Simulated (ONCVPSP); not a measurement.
Plane-wave convergence, ONCV potential for Mn (Z = 25)

* Element: manganese
* Generator: ONCVPSP 4.0.1
* Type: optimised norm-conserving Vanderbilt (ONCV)
* Functional: PBE
* Relativity: fully relativistic
* Frozen core: [Ne]
* Valence charge: 15
* Reference configuration: 3s2 3p6 3d5 4s2
* Partial waves: 3s+4s: rc 1.55 bohr, ncon 4, nbas 8, qcut 6.9 1/bohr, 2 projectors; 3p: rc 1.35 bohr, ncon 4, nbas 8, qcut 11.1 1/bohr, 2 projectors, debl 1 Ha; 3d: rc 1.10 bohr, ncon 3, nbas 8, qcut 14.4 1/bohr, 1 projector
* Local potential: polynomial inside 0.75 bohr (lpopt 5, dvloc0 0 Ha)
* Core correction: none

Open shells are filled in proportion to 2j + 1.

In the p channel the program set the typed energies aside and used -1.990, 0.250 Ha (j = l + 1/2; the other j can differ).

**Question.** For each optimised wave give the share of its norm inside rc, the residual kinetic energy above qcut (Ha) and the cutoffs (Ha) for errors of 10, 1, 0.1 and 0.01 mHa per electron.

**Answer.**

```csv
wave,norm inside rc,residual KE,10 mHa,1 mHa,0.1 mHa,0.01 mHa
3s,0.969,1.2e-05,8.3,10.7,18.5,24.7
4s,0.057,2.1e-05,6.1,9.1,19.6,33.8
3p j=3/2,0.882,9.0e-09,23.8,31.3,38.1,44.3
p projector 2 j=3/2,0.060,8.0e-09,18.3,25.9,32.6,38.4
3p j=1/2,0.888,9.9e-09,24.4,32.0,39.0,45.5
p projector 2 j=1/2,0.060,7.0e-09,18.6,26.4,33.4,39.4
3d j=5/2,0.535,4.9e-07,60.0,73.5,84.4,92.8
3d j=3/2,0.538,5.0e-07,60.1,73.6,84.4,92.8
```

The occupied waves need 74 Ha and 84 Ha for 1 and 0.1 mHa.
